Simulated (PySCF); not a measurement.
Ionisation energy of Hg⁺ by level of theory

Hg⁺ [Xe] 4f14 5d10 6s1 (2S) → Hg²⁺ [Xe] 4f14 5d10 (1S), as a difference of total energies. Calculation: PySCF 2.14, in ANO-RCC-VTZP (8s7p5d3f1g, 84 functions); the spin-free X2C one-electron Hamiltonian (Gaussian nucleus). Correlated levels: valence and next inner shell: [Kr] 4d10 4f14 frozen. The calculations carry no spin-orbit coupling.

Problem. Order these methods by the ionisation energy they give, lowest first.
A. SCS-MP2 (valence and next inner shell)
B. UHF
C. CCSD(T) (valence and next inner shell)
D. MP2 (valence and next inner shell)

Solution. B (17.135 eV), A (18.562 eV), C (18.603 eV), D (18.827 eV).

Errors of the correlated levels include the incompleteness of this basis and the frozen core.

For comparison: 18.757 eV (measured; NIST Atomic Spectra Database, ionization energies).
